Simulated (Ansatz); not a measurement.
`C[S][Mg][NH2]`, charge 0, multiplicity 1.

Task: Give a relaxed structure at PBE0-D4/def2-TZVP (the Gaussian-basis code of Ansatz). (Best estimate.)

Result: Ansatz gave: 
```xyz
9

C    -0.6818   -1.6419    1.2238
S    -1.6285   -0.7524   -0.0608
Mg   -0.1477    0.8109   -0.8341
N     1.0730    2.0955   -1.4661
H     0.1935   -2.1432    0.8109
H    -0.3742   -0.9817    2.0345
H    -1.3435   -2.4022    1.6387
H     1.7201    1.9808   -2.2317
H     1.1892    3.0343   -1.1152
```
Point group Cs.
This is one stationary point; other conformers may exist.
